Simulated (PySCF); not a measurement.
A calculated (LC-wPBE, PySCF 2.14, aug-cc-pVQZ-DK, scalar relativity by spin-free X2C-1e) atom or ion has these occupied shells.

```json
{"shell": "1s α", "electrons": "1", "orbital energy (eV)": "-12521.8", "rms radius, mean of both spins (bohr)": "0.0508"}
{"shell": "1s β", "electrons": "1", "orbital energy (eV)": "-12521.7", "rms radius, mean of both spins (bohr)": "0.0508"}
{"shell": "2s α", "electrons": "1", "orbital energy (eV)": "-1636.1", "rms radius, mean of both spins (bohr)": "0.212"}
{"shell": "2s β", "electrons": "1", "orbital energy (eV)": "-1636.0", "rms radius, mean of both spins (bohr)": "0.212"}
{"shell": "2p α", "electrons": "3", "orbital energy (eV)": "-1442.8", "rms radius, mean of both spins (bohr)": "0.189"}
{"shell": "2p β", "electrons": "3", "orbital energy (eV)": "-1442.7", "rms radius, mean of both spins (bohr)": "0.189"}
{"shell": "3s α", "electrons": "1", "orbital energy (eV)": "-242.58", "rms radius, mean of both spins (bohr)": "0.615"}
{"shell": "3s β", "electrons": "1", "orbital energy (eV)": "-242.41", "rms radius, mean of both spins (bohr)": "0.615"}
{"shell": "3p α", "electrons": "3", "orbital energy (eV)": "-181.99", "rms radius, mean of both spins (bohr)": "0.639"}
{"shell": "3p β", "electrons": "3", "orbital energy (eV)": "-181.80", "rms radius, mean of both spins (bohr)": "0.639"}
{"shell": "3d α", "electrons": "5", "orbital energy (eV)": "-81.815", "rms radius, mean of both spins (bohr)": "0.702"}
{"shell": "3d β", "electrons": "5", "orbital energy (eV)": "-81.554", "rms radius, mean of both spins (bohr)": "0.702"}
{"shell": "4s α", "electrons": "1", "orbital energy (eV)": "-43.844", "rms radius, mean of both spins (bohr)": "1.81"}
{"shell": "4s β", "electrons": "1", "orbital energy (eV)": "-40.734", "rms radius, mean of both spins (bohr)": "1.81"}
{"shell": "4p α", "electrons": "2", "orbital energy (eV)": "-30.737", "rms radius, mean of both spins (bohr)": "2.11"}
```

(1) Name the element and its charge.

Results:

(1) Se²⁺ (selenium, charge +2), in [Ar] 3d10 4s2 4p2, high-spin 3P determinant.
